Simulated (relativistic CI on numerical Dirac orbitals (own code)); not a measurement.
## d7 in a ligand field

Computed with a parametric ligand-field model of a d^n configuration (Racah B and C, spin-orbit zeta, crystal field), exact diagonalisation.

Field parameters in Wybourne normalisation: Oh B⁴₀ = 21Dq, B⁴₄ = √(5/14) B⁴₀; Td as Oh with Dq negative (B⁴₀ = 21Dq, B⁴₄ = √(5/14) B⁴₀). The field is a parameter set, without covalency.

(1) Lowest levels for B = 910, C = 3560, ζ = 390 cm⁻¹, Td, 10Dq = -10900 cm⁻¹?

(2) Lowest levels for B = 860, C = 3070, ζ = 700 cm⁻¹, Oh, 10Dq = 6650 cm⁻¹?

(3) Lowest levels for B = 760, C = 3750, ζ = 640 cm⁻¹, Oh, 10Dq = 34000 cm⁻¹?

(4) Lowest levels for B = 750, C = 3460, ζ = 750 cm⁻¹, Oh, 10Dq = 14600 cm⁻¹?

(5) Lowest levels for B = 500, C = 2090, ζ = 800 cm⁻¹, Oh, 10Dq = 30500 cm⁻¹?

Results:

(1) Γ8 0 (S 1.50), Γ8 10757 (S 1.49), Γ6 10816 (S 1.50), Γ8 10983 (S 1.50), Γ7 11085 (S 1.50), Γ8 16877 (S 0.53), Γ6 17091 (S 1.35), Γ8 17231 (S 1.26), Γ7 17749 (S 1.50) cm⁻¹, with S from ⟨S²⟩ = S(S + 1). The ground level has 4.00 electrons in the cubic e pair.

(2) Γ6 0 (S 1.50), Γ8 444 (S 1.50), Γ8 1162 (S 1.49), Γ7 1376 (S 1.50), Γ6 6462 (S 1.50), Γ8 6538 (S 1.49), Γ8 6615 (S 1.49), Γ7 6914 (S 1.50), Γ8 9437 (S 0.52) cm⁻¹, with S from ⟨S²⟩ = S(S + 1). The ground level has 2.11 electrons in the cubic e pair.

(3) Γ8 0 (S 0.50), Γ6 15853 (S 1.50), Γ8 16232 (S 1.50), Γ7 16894 (S 1.50), Γ8 16912 (S 1.50), Γ8 31023 (S 0.50), Γ6 31480 (S 0.50), Γ8 32060 (S 0.50), Γ7 32324 (S 0.50) cm⁻¹, with S from ⟨S²⟩ = S(S + 1). The ground level has 1.03 electrons in the cubic e pair.

(4) Γ6 0 (S 1.50), Γ8 378 (S 1.44), Γ8 840 (S 1.37), Γ7 1361 (S 1.50), Γ8 2947 (S 0.82), Γ8 13520 (S 1.24), Γ6 13803 (S 1.43), Γ8 13909 (S 1.45), Γ7 14196 (S 1.39) cm⁻¹, with S from ⟨S²⟩ = S(S + 1). The ground level has 2.05 electrons in the cubic e pair.

(5) Γ8 0 (S 0.50), Γ6 19578 (S 1.50), Γ8 20023 (S 1.50), Γ7 20850 (S 1.50), Γ8 20865 (S 1.50), Γ8 28564 (S 0.51), Γ6 29194 (S 0.50), Γ8 29344 (S 0.50), Γ7 29569 (S 0.50) cm⁻¹, with S from ⟨S²⟩ = S(S + 1). The ground level has 1.02 electrons in the cubic e pair.
